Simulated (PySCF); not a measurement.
Computational details: σ from GIAO-PBE0/pcSseg-1, structure optimised with GFN2-xTB, in PySCF 2.14.0 with density-fitted response routines (one conformer, isolated molecule, fast rotation and ring inversion assumed for equivalent nuclei, no relativistic terms).

Referencing at the same level of theory: ¹H (31.72 ppm), ¹³C (186.93 ppm) against TMS. Shifts are as computed. Against solution values, carbons near 30 ppm lie about +3 ppm off and those near 130 ppm about +5 ppm. Of 1211 compounds with measured shifts, 218 miss one by over three times the rms of a fit or turn the order of signals round; such compounds aren't used in these exercises. OH and NH positions are gas-phase values without hydrogen bonding to other molecules.

Question: Order these molecules by the shift of their most deshielded carbon-bound hydrogen, lowest δ first.
A. CC(=O)c1cn(C)nc1[SiH3]
B. FC1CCCCC1
C. C=C[C@@H](C)[C@@H](C)F

Answer: B (4.98 ppm, hydrogen on an sp3 CH bonded to F), C (6.49 ppm, hydrogen on an alkene CH), A (7.72 ppm, hydrogen on an aromatic CH next to a ring nitrogen).

Question: Order these molecules by the shift of their most shielded carbon, lowest δ first.
A. C#C/C(C#N)=C/C=C(C=C)C=C
B. FC1CCCCC1
C. CC(=O)c1cn(C)nc1[SiH3]
D. C=C[C@@H](C)[C@@H](C)F
E. C=C[C@@H](/C=N/C)O[SiH2]C#N

Answer: D (13.7 ppm, methyl carbon), B (24.3 ppm, sp3 CH2 in a ring), C (29.0 ppm, methyl carbon α to a carbonyl), E (50.3 ppm, methyl carbon bonded to N), A (85.3 ppm, alkyne carbon).

Question: How many ¹³C and ¹H signals does each give (equivalence by symmetry and fast rotation, but not about amide C–N or C=N bonds)? `CC(=O)c1cn(C)nc1[SiH3]`, `C=C[C@@H](/C=N/C)O[SiH2]C#N`, `C=C[C@@H](C)[C@@H](C)F`, `FC1CCCCC1`, `C#C/C(C#N)=C/C=C(C=C)C=C`, `CN/N=C/C(C)C`

Answer: CC(=O)c1cn(C)nc1[SiH3]: 6 C, 4 H; C=C[C@@H](/C=N/C)O[SiH2]C#N: 6 C, 8 H; C=C[C@@H](C)[C@@H](C)F: 6 C, 7 H; FC1CCCCC1: 4 C, 7 H; C#C/C(C#N)=C/C=C(C=C)C=C: 11 C, 9 H; CN/N=C/C(C)C: 4 C, 5 H.
